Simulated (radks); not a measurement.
The numbers below are computed, except where a source is named.
Question: The table gives one normalised radial function P(r) = r R(r) of Pr+ in [Kr] 4d10 4f3.25 5s1.75 5p6 6s1 (r in bohr). Code: a radial shooting solver on a logarithmic mesh with Libxc functionals. Model: scalar-relativistic Kohn-Sham, PBEsol, spin-polarised, spherical densities, point nucleus; open shells are filled with parallel spins first (spin-orbit coupling, left out, can overturn this in heavy ions).

r           P
0.002896   0.0817
0.004568   0.1100
0.007208   0.1373
0.01137    0.1489
0.01794    0.1179
0.02831    0.0143
0.04502   -0.1519
0.07104   -0.2380
0.1121    -0.0360
0.1768     0.3186
0.279      0.1398
0.4437    -0.4808
0.7001    -0.1143
1.105      0.8384
1.743      0.8007
2.75       0.2384
4.373      0.0195
6.899      0.0003
10.89      0.0000

Which n and l does it have? It may be an empty orbital.

Answer: n = 5, l = 0: the number of nodes gives n - l - 1 = 4, the rise at small r (about r^(l+1), flatter next to the nucleus through relativity) gives l, and the extent must fit the shell. The curve is that of 5s up; the table hardly tells the two spins apart. 5s up: eigenvalue -45.538 eV, 4 radial nodes at r = 0.0296, 0.117, 0.308, 0.737 bohr, <r> = 1.50 bohr, 90 % of the charge inside 2.17 bohr.
